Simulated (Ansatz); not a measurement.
`OC[CH2][GaH2]` and `OCCO[SiH3]` differ in one atom or group.

Ansatz, PBE0-D4/def2-TZVP geometries, multiplicity 1. Each molecule was computed in one conformer, which needn't be the lowest.

Scalar relativity is left out up to krypton.

```
                                          property  `OC[CH2][GaH2]`
                HOMO energy (PBE0/def2-TZVPP) / eV            -7.27
size of the dipole moment (ωB97M-V/def2-TZVPP) / D             2.92
               LUMO energy (B3LYP/def2-TZVPP) / eV            -0.63
                 LUMO energy (PBE/def2-TZVPP) / eV            -1.17
                 HOMO energy (PBE/def2-TZVPP) / eV            -6.09
             LUMO energy (ωB97M-V/def2-TZVPP) / eV             1.22
```

(1) Give the same properties after the change, and the shifts. (An estimate is asked.)

Results:

(1) Ansatz gave: 
```json
{"property": "HOMO energy (PBE0/def2-TZVPP) / eV", "`OCCO[SiH3]`": "-7.88", "shift": "-0.61"}
{"property": "size of the dipole moment (ωB97M-V/def2-TZVPP) / D", "`OCCO[SiH3]`": "1.68", "shift": "-1.24"}
{"property": "LUMO energy (B3LYP/def2-TZVPP) / eV", "`OCCO[SiH3]`": "-0.13", "shift": "0.50"}
{"property": "LUMO energy (PBE/def2-TZVPP) / eV", "`OCCO[SiH3]`": "-0.78", "shift": "0.39"}
{"property": "HOMO energy (PBE/def2-TZVPP) / eV", "`OCCO[SiH3]`": "-6.23", "shift": "-0.14"}
{"property": "LUMO energy (ωB97M-V/def2-TZVPP) / eV", "`OCCO[SiH3]`": "1.75", "shift": "0.53"}
```

With PBE0 the HOMO falls by 0.61 eV and the LUMO rises by 0.44 eV, so the gap widens by about 1.05 eV. PBE moves the HOMO by -0.14 eV and ωB97M-V by -0.87 eV. Dipoles are sizes alone; their direction can turn.

B3LYP here is the variant with VWN-RPA as its local correlation; programs differ in this.
